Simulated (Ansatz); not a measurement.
Basis-set extrapolation for CH$_{4}$AlBO (PBE0-D4/def2-TZVP geometry, frozen core, Ansatz). Multiplicity 1, RHF reference.

|  | def2-TZVPP | def2-QZVPP |
| --- | --- | --- |
| HF | -381.692721 | -381.706230 |
| MP2 correlation | -0.577529 | -0.617259 |
| CCSD(T) correlation | -0.632696 | not run |

Energies in hartree. Use E(X) = E(∞) + A·exp(−7.88·√X) for Hartree–Fock and E(X) = E(∞) + B·X^(−2.97) for correlation, with X = 3 and 4, and add CCSD(T) minus MP2 of the smaller set to the MP2 limit.

What is the CCSD(T) energy at the basis-set limit?

HF limit: -381.706230 + (-0.013509) × 0.13774 = -381.70809. MP2 limit: -0.617259 + (-0.039730) × 0.74074 = -0.64669. Higher-order term: -0.632696 − (-0.577529) = -0.05517. Total: -382.40995 hartree, 53.0 kcal/mol below CCSD(T)/def2-TZVPP.
